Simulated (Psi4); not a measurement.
Intermolecular potential of Br2 ··· H3O+ (SMILES BrBr and [OH3+]) (charge +1). Monomers: optimised at B3LYP-D3(BJ) (def2-TZVP), held rigid. Orientation: a random orientation, not optimised. Only R, the distance of the centres of mass, is varied, so the lowest point isn't the relaxed dimer.

Geometry at R = 4.89 Å (first 2 atoms: monomer A):
```
6

Br     1.1579     0.0000     0.0000
Br    -1.1579     0.0000     0.0000
O      4.8805    -0.2948    -0.4358
H      4.3691    -0.9755     0.0518
H      5.5817     0.1275     0.1052
H      4.3153     0.3498    -0.9130
```

- PBE/def2-TZVP, counterpoise-corrected (Psi4)
- PBE-D3(BJ)/def2-TZVP, counterpoise-corrected (Psi4)
- PBE0/def2-TZVP, counterpoise-corrected (Psi4)
- SAPT0/jun-cc-pVDZ, frozen core (Psi4)

Interaction energies in kJ/mol; the last columns give the difference from SAPT0:

| R / Å | PBE/def2-TZVP | PBE-D3(BJ)/def2-TZVP | PBE0/def2-TZVP | SAPT0/jun-cc-pVDZ | PBE/def2-TZVP − SAPT0/jun-cc-pVDZ | PBE-D3(BJ)/def2-TZVP − SAPT0/jun-cc-pVDZ | PBE0/def2-TZVP − SAPT0/jun-cc-pVDZ |
|---|---|---|---|---|---|---|---|
| 4.25 | -6.44 | -9.91 | -3.49 | 3.99 | -10.43 | -13.90 | -7.48 |
| 4.52 | -5.31 | -8.26 | -3.04 | 1.38 | -6.69 | -9.64 | -4.42 |
| 4.70 | -3.75 | -6.34 | -1.89 | 1.30 | -5.05 | -7.64 | -3.19 |
| 4.89 | -2.11 | -4.32 | -0.63 | 1.67 | -3.78 | -5.99 | -2.30 |
| 5.05 | -0.91 | -2.82 | 0.29 | 2.05 | -2.95 | -4.87 | -1.76 |
| 5.26 | 0.36 | -1.19 | 1.24 | 2.47 | -2.11 | -3.66 | -1.23 |
| 5.61 | 1.73 | 0.66 | 2.22 | 2.86 | -1.13 | -2.19 | -0.64 |
| 5.86 | 2.24 | 1.44 | 2.55 | 2.93 | -0.69 | -1.50 | -0.38 |
| 6.38 | 2.56 | 2.11 | 2.67 | 2.79 | -0.23 | -0.68 | -0.12 |
| 7.09 | 2.30 | 2.09 | 2.34 | 2.36 | -0.06 | -0.27 | -0.03 |
| 8.12 | 1.75 | 1.67 | 1.77 | 1.77 | -0.02 | -0.10 | 0.00 |
| 9.37 | 1.25 | 1.22 | 1.25 | 1.25 | 0.00 | -0.03 | 0.01 |

PBE/def2-TZVP is furthest from SAPT0/jun-cc-pVDZ at 4.25 (-10.43 kJ/mol, below); its mean absolute difference over the points is 2.76 kJ/mol.

PBE-D3(BJ)/def2-TZVP is furthest from SAPT0/jun-cc-pVDZ at 4.25 (-13.90 kJ/mol, below); its mean absolute difference over the points is 4.20 kJ/mol.

PBE0/def2-TZVP is furthest from SAPT0/jun-cc-pVDZ at 4.25 (-7.48 kJ/mol, below); its mean absolute difference over the points is 1.80 kJ/mol.
